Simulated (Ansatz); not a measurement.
`F[Si](F)(F)S` + H–F → `F[Si](F)(F)F` + H₂S  (ligand exchange at the Si–S bond)

Program: Ansatz. Geometries: PBE0-D4/def2-TZVP. ΔE: electronic, gas phase. CCSD(T)/CBS adds triple-zeta CCSD(T) − MP2 to the extrapolated MP2 energy (def2 sets, frozen cores). This one scheme is used for every species. DFT in def2-TZVPP. B3LYP here is the variant with VWN-RPA as its local correlation; programs differ in this. Each species was taken in one conformer, which may not be the lowest.

Task: Is it downhill or uphill in electronic energy at CCSD(T)/CBS, and by how much? (Estimate.)

Result: Computed: Downhill: ΔE = -0.94 eV.

Task: What do these levels give: PBE0-D4, B3LYP-D4, ωB97M-V, revPBE, RPA@PBE/def2-TZVPP, CCSD/def2-SVP, CCSD(T)/def2-SVP, HF/def2-TZVPP, SCS-MP2/def2-QZVPP, HF/CBS(def2), MP2/CBS(def2), CCSD/CBS(def2)? (Best estimate.)

Result: Computed: PBE0-D4 -0.82, B3LYP-D4 -0.93, ωB97M-V -0.93, revPBE -0.82, RPA@PBE/def2-TZVPP -1.01, CCSD/def2-SVP -0.99, CCSD(T)/def2-SVP -0.97, HF/def2-TZVPP -1.21, SCS-MP2/def2-QZVPP -1.00, HF/CBS(def2) -1.25, MP2/CBS(def2) -0.89, CCSD/CBS(def2) -0.98 eV.

Largest T1 diagnostic among the species: 0.012.

The D4 term adds +0.08 eV with B3LYP and +0.04 eV with PBE0; it sums over pairs of atoms, weighted by their polarisabilities, and B3LYP, whose exchange is more repulsive, gets the larger term. In def2-TZVPP, CCSD(T) changes the Hartree–Fock value by +0.23 eV (the triples alone add +0.04 eV) and MP2 by +0.27 eV.
